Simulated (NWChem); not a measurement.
Atomisation of H₄PSi

```xyz
6

Si    -0.9886    -0.3481     0.0849
P      1.1041     0.4855    -0.1142
H     -1.1904    -0.9440     1.4433
H     -1.9794     0.7509    -0.1145
H     -1.2297    -1.4117    -0.9407
H      1.6789    -0.8051     0.1362
```
Charge 0, spin multiplicity 2.

All runs are NWChem calculations. Structure: optimised with UPBE0/def2-SVP, a minimum by its harmonic frequencies.

Basis set: def2-TZVP. The atomisation energy is electronic alone: no zero-point, thermal, spin-orbit or counterpoise terms. No value is extrapolated to the basis-set limit. Free atoms are single determinants with multiplicities Si 3, P 4, H 2. Correlated methods freeze the same cores in atoms and molecule, 10 orbitals in all.

The structure started from a generated list of species. No SCF solution was tested for a lower state. Open-shell Hartree-Fock references start from PBE0 orbitals.

**Question.** Order these methods by the atomisation energy they give, lowest first: BHandHLYP, MP2, PBE, CAM-B3LYP.

**Answer.** MP2 (342.0 kcal/mol), PBE (365.9 kcal/mol), BHandHLYP (366.9 kcal/mol), CAM-B3LYP (371.9 kcal/mol)
